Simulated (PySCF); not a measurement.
## Ionisation energy of Si⁴⁺ by level of theory

Si⁴⁺ [Ne] → Si⁵⁺ [He] 2s2 2p5 [2p1/2^2 2p3/2^3, M_J = 3/2], as a difference of total energies. All numbers are calculated (PySCF 2.14, the two-component X2C-1e Hamiltonian, in an uncontracted even-tempered set (19 s from 0.32 bohr⁻², ratio 2.4; 12 p from 0.41 bohr⁻², ratio 2.4; 5 d from 4.4 bohr⁻², ratio 2.6; 5 f from 6.5 bohr⁻², ratio 2.6)). Correlated levels: nothing frozen; the 30 highest virtual spinors dropped. "Screened" scales the spin-orbit matrix elements by Boettger's factors to mimic the two-electron term; Breit and QED terms are absent.

```json
{"method": "GHF (spin-free)", "ionisation energy (eV)": "165.36"}
{"method": "GMP2 (spin-free)", "ionisation energy (eV)": "166.84"}
{"method": "GHF (screened spin-orbit)", "ionisation energy (eV)": "165.14"}
{"method": "GMP2 (screened spin-orbit)", "ionisation energy (eV)": "166.61"}
```

Which method comes closest to the reference value, and which is furthest?

The reference is 166.77 eV (measured; NIST Atomic Spectra Database, ionization energies). Closest: GMP2 (spin-free) (error 0.070 eV); furthest: GHF (screened spin-orbit) (error -1.630 eV).
